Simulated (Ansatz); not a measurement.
`C[SiH2][AlH][CH2]Cl` from Hartree–Fock to CCSD(T)

Z-matrix (Å, degrees):
```
C
Si 1 1.885
H 1 1.092 2 111.1
H 1 1.093 2 110.8 3 120.1
H 1 1.092 2 110.7 3 -120.3
Al 2 2.448 1 111.8 3 178.7
H 2 1.494 1 109.2 3 55.7
H 2 1.496 1 108.9 3 -59.2
Cl 6 2.461 2 106.5 1 -37.0
C 6 1.970 2 116.4 1 13.5
H 6 1.586 2 127.7 1 -167.5
H 10 1.087 6 121.9 2 168.6
H 10 1.087 6 122.6 2 13.8
```

Total charge 0; spin multiplicity 1. All single points use the PBE0-D4/def2-TZVP geometry. It is one conformer, not always the lowest. Frozen core, restricted reference, the Gaussian-basis code of Ansatz. CBS rows extrapolate triple and quadruple zeta; past MP2 they add the triple-zeta difference.

```tsv
basis	HF (Eh)	MP2 corr.
def2-SVP	-1070.36862	-0.58520
def2-TZVPP	-1070.80262	-0.74934
def2-QZVPP	-1070.83494	-0.80630
```

Question: Estimate the CCSD correlation energy and the (T) correction in each basis where they were run (hartree).

Answer: 
| basis | CCSD corr. | (T) |
| --- | --- | --- |
| def2-SVP | -0.65892 | -0.01845 |
| def2-TZVPP | -0.82092 | -0.03333 |
| CBS(def2) | -0.92007 | as TZ |
